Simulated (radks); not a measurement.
Q: The mean radii <r> (bohr) of the occupied orbitals of an atom or ion are listed with their occupations. Method: non-relativistic Kohn-Sham, exchange-only B88, spin-polarised, spherical densities, point nucleus; computed with a radial shooting solver on a logarithmic mesh with Libxc functionals.

| orbital | occ. | <r> |
|---|---|---|
| 1s up | 1 | 0.04129 |
| 1s down | 1 | 0.04129 |
| 2s up | 1 | 0.1823 |
| 2s down | 1 | 0.1823 |
| 2p up | 3 | 0.1569 |
| 2p down | 3 | 0.1569 |
| 3s up | 1 | 0.5221 |
| 3s down | 1 | 0.5221 |
| 3p up | 3 | 0.5238 |
| 3p down | 3 | 0.5238 |
| 3d up | 5 | 0.5239 |
| 3d down | 5 | 0.5239 |
| 4s up | 1 | 1.486 |
| 4s down | 1 | 1.484 |
| 4p up | 3 | 1.748 |
| 4p down | 3 | 1.734 |
| 5s up | 1 | 5.393 |

Name the element and its charge. Open shells, if any, are filled with parallel spins first.

A: Z = 37, rubidium, charge 0: Rb in [Kr] 5s1. The 1s radius gives Z: for a bare nucleus <r> = 1.5/Z, 0.04054 bohr for Z = 37, and screening makes it slightly larger (0.04129 here). The occupations add up to 37, and the charge is Z minus that.
